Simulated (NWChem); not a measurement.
Molecule: CH₆BNO; SMILES CB(N)O

```xyz
10

B     -0.0209     0.0697     0.0000
C      0.2463    -1.4935     0.0000
H      1.3143    -1.7579    -0.0023
H     -0.2134    -1.9702    -0.8827
H     -0.2092    -1.9693     0.8854
O     -1.2988     0.5826     0.0000
H     -1.9674    -0.1057     0.0008
N      1.0320     1.0021     0.0005
H      0.8638     1.9993    -0.0020
H      2.0058     0.7405    -0.0028
```
Atoms are numbered in this order, from 1.

All runs: NWChem. Structure relaxed at the PBE0/def2-SVP level. Ions are spin-unrestricted doublets at the neutral geometry; other ion states weren't tried.

What does the run give for PBE/def2-SVP? Quantities: vertical ionisation energy, ΔSCF (eV); −ε(HOMO) (eV).


| Item | Value |
|---|---|
| vertical ionisation energy, ΔSCF (eV) | 9.62 |
| −ε(HOMO) (eV) | 5.75 |
